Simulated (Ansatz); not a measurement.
Start from `C1O[SiH2]O1` and change one atom or group to get `FC1O[SiH2]O1`.

Ansatz, PBE0-D4/def2-TZVP geometries, multiplicity 1. 

```
                                                                                  property  `C1O[SiH2]O1`
                                            size of the dipole moment (PBE/def2-TZVPP) / D           0.27
                                                        HOMO energy (PBE0/def2-TZVPP) / eV          -8.01
                                                     HOMO–LUMO gap (B3LYP/def2-TZVPP) / eV           7.03
                                          size of the dipole moment (B3LYP/def2-TZVPP) / D           0.32
                                                         HOMO energy (PBE/def2-TZVPP) / eV          -6.51
ideal-gas entropy at 298 K and 1 bar (rigid rotor, harmonic PBE0-D4/def2-TZVP) / J/(mol·K)            275
```

What does the change do to each property? (Best estimate.)

Ansatz gave: 
| property | `FC1O[SiH2]O1` | shift |
| --- | --- | --- |
| size of the dipole moment (PBE/def2-TZVPP) / D | 2.04 | 1.77 |
| HOMO energy (PBE0/def2-TZVPP) / eV | -9.16 | -1.15 |
| HOMO–LUMO gap (B3LYP/def2-TZVPP) / eV | 7.86 | 0.83 |
| size of the dipole moment (B3LYP/def2-TZVPP) / D | 2.22 | 1.90 |
| HOMO energy (PBE/def2-TZVPP) / eV | -7.64 | -1.13 |
| ideal-gas entropy at 298 K and 1 bar (rigid rotor, harmonic PBE0-D4/def2-TZVP) / J/(mol·K) | 297 | 22 |

With PBE0 the HOMO falls by 1.15 eV and the LUMO falls by 0.31 eV, so the gap widens by about 0.84 eV. PBE moves the HOMO by -1.13 eV and ωB97M-V by -1.12 eV. Dipoles are sizes alone; their direction can turn.

B3LYP here is the variant with VWN-RPA as its local correlation; programs differ in this.
